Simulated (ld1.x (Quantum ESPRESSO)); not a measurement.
# Plane-wave convergence, TM potential for Cr (Z = 24)

chromium, norm-conserving Troullier–Martins (Kleinman–Bylander form), made with ld1.x (Quantum ESPRESSO) 7.5 (PBEsol, non-relativistic). Core [Ne] 3s2, reference 3p6 3d5 4s1 4p0. Waves: 4s (bound): rc 2.35 bohr; 3p (bound): rc 1.35 bohr; 3d (bound): rc 2.10 bohr. Local part: all-electron potential smoothed inside 1.60 bohr (lloc = -1). Core correction: none.

The pseudo-atom Hamiltonian at the reference potential is diagonalised in spherical Bessel functions j_l(qr) that vanish at 20 bohr, with q² up to the cutoff. All-electron valence levels (Ry): 4s -0.2881, 3p -3.3073, 4p -0.0699, 3d -0.2213.

Q: How do the lowest levels (Ry) of each channel move with the cutoff, and are there ghosts?

A:

| cutoff (Ry) | s #1 | s #2 | s #3 | p #1 | p #2 | p #3 | d #1 | d #2 | f #1 | Σ f·Δε (mRy) |
| --- | --- | --- | --- | --- | --- | --- | --- | --- | --- | --- |
| 8 | -0.2914 | 0.0071 | 0.0087 | -1.4260 | -0.0192 | 0.0729 | 0.0510 | 0.1311 | 0.1059 | 12652.9 |
| 15 | -1.3210 | -0.2876 | 0.0076 | -2.4873 | -0.0463 | 0.0577 | 0.0500 | 0.1261 | 0.1059 | 6276.6 |
| 21 | -1.7114 | -0.2881 | 0.0076 | -2.9022 | -0.0574 | 0.0534 | 0.0462 | 0.1099 | 0.1059 | 3768.4 |
| 35 | -1.8067 | -0.2881 | 0.0076 | -3.2700 | -0.0679 | 0.0500 | -0.1244 | 0.0575 | 0.1059 | 708.2 |
| 50 | -1.8127 | -0.2881 | 0.0076 | -3.3053 | -0.0689 | 0.0496 | -0.2172 | 0.0560 | 0.1059 | 32.4 |
| 70 | -1.8130 | -0.2881 | 0.0076 | -3.3069 | -0.0689 | 0.0496 | -0.2211 | 0.0560 | 0.1059 | 3.4 |
| 90 | -1.8130 | -0.2881 | 0.0076 | -3.3071 | -0.0690 | 0.0496 | -0.2212 | 0.0560 | 0.1059 | 1.8 |
| 120 | -1.8130 | -0.2881 | 0.0076 | -3.3073 | -0.0690 | 0.0496 | -0.2213 | 0.0560 | 0.1059 | 0.1 |
| 400 | -1.8130 | -0.2881 | 0.0076 | -3.3073 | -0.0690 | 0.0496 | -0.2213 | 0.0560 | 0.1059 | 0.0 |

Result: ghost state, extra bound levels that the all-electron valence spectrum of the same l lacks: s at -24.7 eV (a true bound ghost makes a file unfit for plane-wave use); 10 mRy is reached at 60 Ry and 1 mRy at 100 Ry.

1 of 7 tests not solved or not reliable.
